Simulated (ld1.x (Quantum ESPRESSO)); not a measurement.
Values are calculated unless marked as measured or tabulated.
Potentials for boron compared

Generated with ld1.x 7.5 (TM, RRKJ, ultrasoft, PAW), atompaw 4.2 or ONCVPSP 4.0.1. The cutoff is in Ry: for ld1.x and atompaw files where the sum of valence levels is converged to 10 mRy in a Bessel basis, for ONCV files where the hardest occupied wave has 1 mHa per electron of residual kinetic energy. The error is the largest all-electron minus pseudo excitation energy over each file’s own four to seven test configurations (ionisations up to +4, promotions, holes and added fractions of an electron), all of which were solved. The labels leave out finer settings (local radius, basis sizes, second energies), which also bear on the numbers. Spin-polarised tests are not counted. The rows are a selection from randomly drawn settings: files with unsolved tests, undetermined cutoffs or missed reference levels are left out.

```csv
potential,cutoff (Ry),largest error (meV),bound ghosts
"TM, Wu–Cohen, scalar-relativistic, rc 1.40/3.40/3.70 (spd), local d, core correction no, reference 2s2 2p0",21,+223,none
"PAW, PBE, non-relativistic, rc 2.02/2.54/2.22 (spd), local smoothed, core correction yes, reference 2s2 2p0",8,-1.6,none
"TM, PW91, scalar-relativistic, rc 1.10/3.50/3.40 (spd), local s, core correction yes, reference 2s2 2p0",25,+275,none
"TM semilocal, PBEsol, scalar-relativistic, rc 1.00/3.15/3.25 (spd), local p, core correction yes, reference 2s2 2p1",55,+281,none
"ultrasoft, PBEsol, scalar-relativistic, rc 1.55/2.30/1.85 (spd), local smoothed, core correction no, reference 2s1 2p2",12,+161,none
"ultrasoft, PBE, scalar-relativistic, rc 1.40/3.45/3.25 (spd), local smoothed, core correction yes, reference 2s2 2p1",10,+60,none
"PAW, PBE, scalar-relativistic, rc 1.45/2.25 (sp), local smoothed, core correction yes, reference 2s2 2p1",10,-3.3,none
```

**Question.** Fill in the row for B: PAW, PBE, scalar-relativistic, rc 1.60/3.70/3.15 (spd), local smoothed, core correction yes, reference 2s2 2p1.

**Answer.** cutoff 6 Ry, largest error -6.9 meV, bound ghosts: none.
